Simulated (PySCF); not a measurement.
CH$_{2}$I, doublet, at a GFN2-xTB geometry (core potentials on I); PBE/def2-SVP (PySCF).

The PySCF input:
```python
from pyscf import gto, scf, dft

mol = gto.M(
    atom='''
C    -1.76238477   -0.01833772    0.07881161
I     0.28516808    0.00308136   -0.00770438
H    -2.28046389    0.90745591   -0.05339585
H    -2.25913562   -0.96074191   -0.01114158
''',
    basis='def2-svp',
    ecp={'I': 'def2-svp'},
    spin=1,
    verbose=4,
)

mf = dft.UKS(mol)
mf.xc = 'pbe'
mf.kernel()
mf.analyze()
```

Problem. Write the output that PySCF gives for this input, abridged.

Solution. 
```
PySCF version 2.14.0

[INPUT] verbose = 4
[INPUT] num. atoms = 4
[INPUT] num. electrons = 33
[INPUT] charge = 0
[INPUT] spin (= nelec alpha-beta = 2S) = 1
[INPUT] symmetry False subgroup None
[INPUT] Mole.unit = angstrom
[INPUT] Symbol           X                Y                Z      unit          X                Y                Z       unit  Magmom
[INPUT]  1 C     -1.762384770000  -0.018337720000   0.078811610000 AA   -3.330424541405  -0.034653268549   0.148932358336 Bohr   0.0
[INPUT]  2 I      0.285168080000   0.003081360000  -0.007704380000 AA    0.538889570668   0.005822926491  -0.014559168160 Bohr   0.0
[INPUT]  3 H     -2.280463890000   0.907455910000  -0.053395850000 AA   -4.309452189060   1.714843140018  -0.100903532688 Bohr   0.0
[INPUT]  4 H     -2.259135620000  -0.960741910000  -0.011141580000 AA   -4.269147600049  -1.815539086292  -0.021054534795 Bohr   0.0

nuclear repulsion = 54.6775959648809
number of shells = 22
number of NR pGTOs = 99
number of NR cGTOs = 50
basis = def2-svp
ecp = {'I': 'def2-svp'}

******** <class 'pyscf.dft.uks.UKS'> ********
method = UKS
initial guess = minao
damping factor = 0
level_shift factor = 0
DIIS = <class 'pyscf.scf.diis.CDIIS'>
diis_start_cycle = 1
diis_space = 8
diis_damp = 0
SCF conv_tol = 1e-09
SCF conv_tol_grad = None
SCF max_cycles = 50
direct_scf = True
direct_scf_tol = 1e-13
number electrons alpha = 17  beta = 16
XC library pyscf.dft.libxc version 7.1.2
    S. Lehtola, C. Steigemann, M. J. T. Oliveira, and M. A. L. Marques,  SoftwareX 7, 1–5 (2018)
XC functionals = pbe
    J. P. Perdew, K. Burke, and M. Ernzerhof,  Phys. Rev. Lett. 77, 3865 (1996)
    J. P. Perdew, K. Burke, and M. Ernzerhof,  Phys. Rev. Lett. 78, 1396 (1997)
    J. P. Perdew, K. Burke, and M. Ernzerhof,  Phys. Rev. Lett. 77, 3865 (1996)
    J. P. Perdew, K. Burke, and M. Ernzerhof,  Phys. Rev. Lett. 78, 1396 (1997)
radial grids:
    Treutler-Ahlrichs [JCP 102, 346 (1995); DOI:10.1063/1.469408] (M4) radial grids

becke partition: Becke, JCP 88, 2547 (1988); DOI:10.1063/1.454033
pruning grids: <function nwchem_prune>
grids dens level: 3
symmetrized grids: False
atomic radii adjust function: <function treutler_atomic_radii_adjust>
small_rho_cutoff = 0
Set gradient conv threshold to 3.16228e-05
tot grids = 55696
init E= -305.985589168186

cycle= 1 E= -334.615579426486  delta_E= -28.6  |g|= 2.37  |ddm|= 6.18
cycle= 2 E= -328.122778441164  delta_E= 6.49  |g|=  3.1  |ddm|= 13.2
cycle= 3 E= -335.606732080485  delta_E= -7.48  |g|= 1.14  |ddm|= 12.6
cycle= 4 E= -336.111292933345  delta_E= -0.505  |g|= 1.04  |ddm|= 4.27
cycle= 5 E= -336.819299967588  delta_E= -0.708  |g|= 0.147  |ddm|= 1.03
cycle= 6 E= -336.834132817756  delta_E= -0.0148  |g|= 0.0577  |ddm|= 0.328
cycle= 7 E= -336.836773584875  delta_E= -0.00264  |g|= 0.0102  |ddm|= 0.107
cycle= 8 E= -336.836826528537  delta_E= -5.29e-05  |g|= 0.00608  |ddm|= 0.0194
cycle= 9 E= -336.836854087902  delta_E= -2.76e-05  |g|= 0.000826  |ddm|= 0.0103
cycle= 10 E= -336.836854573383  delta_E= -4.85e-07  |g|= 0.000309  |ddm|= 0.00177
cycle= 11 E= -336.836854645237  delta_E= -7.19e-08  |g|= 9.9e-05  |ddm|= 0.000689
cycle= 12 E= -336.836854653658  delta_E= -8.42e-09  |g|= 2.52e-05  |ddm|= 0.000198
cycle= 13 E= -336.836854654026  delta_E= -3.68e-10  |g|= 1.97e-06  |ddm|= 4.35e-05
Extra cycle  E= -336.836854654028  delta_E= -1.42e-12  |g|= 2.27e-06  |ddm|= 5.43e-06
converged SCF energy = -336.836854654028  <S^2> = 0.75349259  2S+1 = 2.0034895
**** SCF Summaries ****
Total Energy =                        -336.836854654027604
Nuclear Repulsion Energy =              54.677595964880879
One-electron Energy =                 -678.681638804549948
Two-electron Energy =                  287.167188185641464
Two-electron Coulomb Energy =          315.446029238917561
DFT Exchange-Correlation Energy =      -28.278841053276121
**** MO energy ****
                             alpha | beta                alpha | beta
MO #1   energy= -9.94354884225005  | -9.93069034456541  occ= 1 | 1
MO #2   energy= -6.61871181505629  | -6.61829633934596  occ= 1 | 1
MO #3   energy= -4.68878232617142  | -4.68870955060087  occ= 1 | 1
MO #4   energy= -4.67596421258106  | -4.67499436877204  occ= 1 | 1
MO #5   energy= -4.67312534102038  | -4.67294647175399  occ= 1 | 1
MO #6   energy= -1.82625167512694  | -1.8260339467486   occ= 1 | 1
MO #7   energy= -1.82255619564904  | -1.82175626747871  occ= 1 | 1
MO #8   energy= -1.82037006539373  | -1.82040015390292  occ= 1 | 1
MO #9   energy= -1.80987347201196  | -1.80896227170264  occ= 1 | 1
MO #10  energy= -1.809762649865    | -1.8089087230023   occ= 1 | 1
MO #11  energy= -0.691817996775045 | -0.679759226819597 occ= 1 | 1
MO #12  energy= -0.572140376112046 | -0.551927387826549 occ= 1 | 1
MO #13  energy= -0.406200668799839 | -0.397098531777406 occ= 1 | 1
MO #14  energy= -0.352122639564149 | -0.343591633386824 occ= 1 | 1
MO #15  energy= -0.279096809054453 | -0.256792157235708 occ= 1 | 1
MO #16  energy= -0.235322190722121 | -0.233633448691437 occ= 1 | 1
MO #17  energy= -0.179056457506642 | -0.111167651499752 occ= 1 | 0
MO #18  energy= -0.0515495333008094 | -0.0382675237872014 occ= 0 | 0
MO #19  energy= 0.0748680580596055 | 0.0825226961159817 occ= 0 | 0
MO #20  energy= 0.104872398456251  | 0.109114161379617  occ= 0 | 0
MO #21  energy= 0.233672018451552  | 0.237230627931901  occ= 0 | 0
MO #22  energy= 0.297714980354023  | 0.299114827068598  occ= 0 | 0
MO #23  energy= 0.338439785209619  | 0.342187981646447  occ= 0 | 0
MO #24  energy= 0.348477190303893  | 0.355667234217341  occ= 0 | 0
MO #25  energy= 0.367554988146152  | 0.371886885999198  occ= 0 | 0

spin_pop of  0 C 1s       -0.00001
spin_pop of  0 C 2s        0.04131
spin_pop of  0 C 3s       -0.00128
spin_pop of  0 C 2px       0.02423
spin_pop of  0 C 2py       0.01729
spin_pop of  0 C 2pz       0.76469
spin_pop of  0 C 3px      -0.00141
spin_pop of  0 C 3py      -0.00054
spin_pop of  0 C 3pz      -0.00397
spin_pop of  0 C 3dxy      0.00002
spin_pop of  0 C 3dyz     -0.00004
spin_pop of  0 C 3dz^2    -0.00130
spin_pop of  0 C 3dxz      0.00011
spin_pop of  0 C 3dx2-y2   -0.00025
spin_pop of  1 I 4s       -0.00000
spin_pop of  1 I 5s        0.00084
spin_pop of  1 I 6s       -0.00039
spin_pop of  1 I 7s       -0.00013
spin_pop of  1 I 4px      -0.00001
spin_pop of  1 I 4py      -0.00065
spin_pop of  1 I 4pz       0.00000
spin_pop of  1 I 5px       0.01073
spin_pop of  1 I 5py      -0.00004
spin_pop of  1 I 5pz       0.00000
spin_pop of  1 I 6px       0.00636
spin_pop of  1 I 6py      -0.02150
spin_pop of  1 I 6pz       0.00099
spin_pop of  1 I 7px       0.19855
spin_pop of  1 I 7py      -0.00105
spin_pop of  1 I 7pz       0.00002
spin_pop of  1 I 4dxy     -0.00030
spin_pop of  1 I 4dyz     -0.00017
spin_pop of  1 I 4dz^2     0.00769
spin_pop of  1 I 4dxz      0.00048
spin_pop of  1 I 4dx2-y2   -0.00000
spin_pop of  1 I 5dxy      0.00030
spin_pop of  1 I 5dyz      0.00019
spin_pop of  1 I 5dz^2     0.00386
spin_pop of  1 I 5dxz     -0.00005
spin_pop of  1 I 5dx2-y2    0.00008
spin_pop of  2 H 1s       -0.02337
spin_pop of  2 H 2s        0.00020
spin_pop of  2 H 2px      -0.00002
spin_pop of  2 H 2py      -0.00006
spin_pop of  2 H 2pz       0.00094
spin_pop of  3 H 1s       -0.02337
spin_pop of  3 H 2s        0.00020
spin_pop of  3 H 2px      -0.00002
spin_pop of  3 H 2py      -0.00008
spin_pop of  3 H 2pz       0.00096
In total            17.00000 | 16.00000
Dipole moment(X, Y, Z, Debye): -0.42775, -0.00990, -0.22163
```
